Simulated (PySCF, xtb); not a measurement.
C₃H₇NSi, SMILES CC1=NC[SiH2]1.

Harmonic wavenumbers (cm⁻¹) from xtb with GFN2-xTB at its own minimum, in rising order: 118, 214, 274, 286, 438, 508, 554, 570, 623, 737, 753, 771, 974, 996, 1044, 1080, 1163, 1244, 1378, 1456, 1463, 1463, 1646, 2274, 2274, 2962, 2981, 3001, 3012, 3032.

What does PySCF 2.14.0 with PBE-D3(BJ)/def2-SVP give at its own minimum? (An estimate is asked for; the answer gives what the named calculation found.)

128, 190, 273, 289, 473, 514, 562, 612, 694, 743, 784, 890, 913, 971, 999, 1093, 1124, 1205, 1330, 1368, 1386, 1389, 1601, 2122, 2139, 2962, 2990, 3044, 3044, 3073. Paired by order, the mean absolute difference is 44 cm⁻¹ and the zero-point energies are 56.2 and 55.6 kcal/mol.
